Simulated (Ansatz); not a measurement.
Basis-set series for FH₂InOS (`[OH][In]([F])[SH]`). Total charge 0; spin multiplicity 1. In: def2 effective core potential. The structure was optimised at the PBE0-D4/def2-TZVP level. It is one conformer, not always the lowest.

```
functional       basis  functions  energy (Eh)  HOMO (eV)  LUMO (eV)
   PBE0-D4    def2-SVP         82   -764.08062      -8.04      -2.03
   PBE0-D4  def2-QZVPP        326   -764.48501      -8.23      -2.31
   ωB97M-V    def2-SVP         82   -764.26860     -10.21      -0.04
   ωB97M-V  def2-QZVPP        326   -764.67613     -10.45      -0.54
```

Task: Give the rows for def2-TZVPP. (An estimate is asked.)

Result: The calculation gave: 
```tsv
functional	basis	functions	energy (Eh)	HOMO (eV)	LUMO (eV)
PBE0-D4	def2-TZVPP	182	-764.46019	-8.20	-2.23
ωB97M-V	def2-TZVPP	182	-764.65242	-10.41	-0.33
```

Computed with Ansatz.
